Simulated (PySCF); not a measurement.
CH4N, SMILES N[CH2], doublet, B3LYP/def2-SVP optimised geometry.

```
6

C     -0.67    -0.03     0.00
N      0.72    -0.03     0.00
H     -1.16     0.94     0.00
H     -1.16    -0.85    -0.55
H      1.16    -0.94     0.12
H      1.16     0.65     0.61
```

Density from unrestricted B3LYP/def2-TZVP in PySCF at that geometry.

Minimum of the electron density along straight lines between bonded atoms, close to the bond critical point (lines longer than 1.1 times the sum of covalent radii, or with two minima, are not listed):

| bond | length / Å | ρ at the minimum / e bohr⁻³ | ∇²ρ there / e bohr⁻⁵ | position (fraction from the first atom) |
|---|---|---|---|---|
| C1–N2 | 1.394 | 0.298 | -0.87 | 0.37 |
| C1–H3 | 1.093 | 0.279 | -0.96 | 0.65 |
| C1–H4 | 1.093 | 0.279 | -0.96 | 0.65 |
| N2–H5 | 1.017 | 0.336 | -1.62 | 0.73 |
| N2–H6 | 1.017 | 0.336 | -1.62 | 0.73 |
